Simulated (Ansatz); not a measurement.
The same substitution along the group F, Cl, Br.

Computed with Ansatz on PBE0-D4/def2-TZVP structures; ΔE is electronic, products minus reactants. CCSD(T)/CBS is the MP2 limit (def2-TZVPP, def2-QZVPP) plus CCSD(T) − MP2 in def2-TZVPP, frozen cores. This one scheme is used for every species. DFT in def2-TZVPP. B3LYP here is the variant with VWN-RPA as its local correlation; programs differ in this. For Br outer-core shells are correlated without core-valence functions, which leaves a few kJ/mol of doubt a bond. Scalar relativity is left out up to krypton. Each species was taken in one conformer, which may not be the lowest.

```csv
reaction,B3LYP-D4 (kJ/mol),HF/CBS(def2) (kJ/mol),CCSD/CBS(def2) (kJ/mol),ωB97X-V (kJ/mol),CCSD(T)/CBS(def2) (kJ/mol)
`NCBF` + `CCS` → `CCSCN` + `BF`,40,47,41,40,38
`NCBCl` + `CCS` → `CCSCN` + `BCl`,42,44,42,41,40
`NCBBr` + `CCS` → `CCSCN` + `BBr`,42,43,43,42,41
```

Largest T1 diagnostic: 0.013, for `BF`.
